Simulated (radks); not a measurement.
Q: Isoelectronic series with 24 electrons, all held in the configuration [Ar] 3d5 4s1, which need not be the ground one along the series. All-electron calculation, scalar-relativistic Kohn-Sham, LDA (Slater exchange, Perdew-Wang correlation), spin-polarised, spherical densities, finite nucleus; open shells are filled with parallel spins first (spin-orbit coupling, left out, can overturn this in heavy ions); Fermi nuclear charge, rms radius of each element as measured or else 0.836 A^(1/3) + 0.57 fm. Program: a radial shooting solver on a logarithmic mesh with Libxc functionals. Total energies (hartree) and mean radii <r> (bohr) (* marks an orbital that is empty in some or all of the ions):

| ion | E (hartree) | 4s down* | 3d up | 4s up |
|---|---|---|---|---|
| Cr | -1048.66568 | 3.827 | 1.473 | 3.295 |
| Ge8+ | -2069.88218 | 1.392 | 0.5893 | 1.373 |
| Zr16+ | -3465.23609 | 0.9178 | 0.3972 | 0.9120 |
| Ba32+ | -7431.4684 | 0.5493 | 0.2438 | 0.5477 |
| Gd40+ | -10042.4048 | 0.4553 | 0.2044 | 0.4543 |
| Hf48+ | -13109.2432 | 0.3869 | 0.1759 | 0.3862 |
| Hg56+ | -16670.9134 | 0.3344 | 0.1542 | 0.3339 |

Estimate the row of Cd24+.

A: E (hartree) -5246.67246; 4s down* 0.6881; 3d up 0.3018; 4s up 0.6854.
